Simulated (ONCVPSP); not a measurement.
**u(r) = r·R(r): atom against pseudo-atom (B (Z = 5))**

Columns: radius, all-electron u(r) and pseudo u(r) of the 2p shell (level -3.72 eV) of boron in the configuration [He] 2s2 2p1; LDA (Perdew-Zunger), scalar-relativistic, ONCV scheme, ONCVPSP 4.0.1.

```json
{"r (bohr)": "0.200", "all-electron": "0.0880", "pseudo": "0.0265"}
{"r (bohr)": "0.400", "all-electron": "0.2362", "pseudo": "0.1012"}
{"r (bohr)": "0.600", "all-electron": "0.3720", "pseudo": "0.2108"}
{"r (bohr)": "0.800", "all-electron": "0.4774", "pseudo": "0.3369"}
{"r (bohr)": "1.000", "all-electron": "0.5514", "pseudo": "0.4597"}
{"r (bohr)": "1.200", "all-electron": "0.5973", "pseudo": "0.5626"}
{"r (bohr)": "1.400", "all-electron": "0.6199", "pseudo": "0.6349"}
{"r (bohr)": "1.600", "all-electron": "0.6246", "pseudo": "0.6729"}
{"r (bohr)": "1.800", "all-electron": "0.6160", "pseudo": "0.6792"}
{"r (bohr)": "2.000", "all-electron": "0.5979", "pseudo": "0.6605"}
{"r (bohr)": "2.200", "all-electron": "0.5733", "pseudo": "0.6255"}
{"r (bohr)": "2.400", "all-electron": "0.5446", "pseudo": "0.5824"}
{"r (bohr)": "2.600", "all-electron": "0.5134", "pseudo": "0.5374"}
{"r (bohr)": "2.800", "all-electron": "0.4810", "pseudo": "0.4943"}
{"r (bohr)": "3.000", "all-electron": "0.4484", "pseudo": "0.4546"}
{"r (bohr)": "3.200", "all-electron": "0.4162", "pseudo": "0.4186"}
{"r (bohr)": "3.400", "all-electron": "0.3849", "pseudo": "0.3856"}
{"r (bohr)": "3.600", "all-electron": "0.3549", "pseudo": "0.3550"}
{"r (bohr)": "3.800", "all-electron": "0.3264", "pseudo": "0.3264"}
{"r (bohr)": "4.000", "all-electron": "0.2994", "pseudo": "0.2994"}
{"r (bohr)": "4.200", "all-electron": "0.2741", "pseudo": "0.2741"}
{"r (bohr)": "4.400", "all-electron": "0.2505", "pseudo": "0.2505"}
{"r (bohr)": "4.600", "all-electron": "0.2285", "pseudo": "0.2285"}
{"r (bohr)": "4.800", "all-electron": "0.2082", "pseudo": "0.2082"}
{"r (bohr)": "5.000", "all-electron": "0.1894", "pseudo": "0.1894"}
{"r (bohr)": "5.200", "all-electron": "0.1721", "pseudo": "0.1721"}
```

(1) How many radial nodes do the two functions have?

(2) At about which radius was the pseudo-wave matched?

(3) Is the pseudo-wave norm-conserving?

## Answers

(1) The all-electron 2p function has n − l − 1 = 0; the pseudo-wave has 0.

(2) 3.95 bohr. The columns agree to 0.0005 from 3.60 bohr on; several derivatives are matched, so the curves merge somewhat inside the radius.

(3) Yes: the ONCV scheme keeps the norm inside the radius equal to the all-electron one, which fixes the energy derivative of the logarithmic derivative at the level.
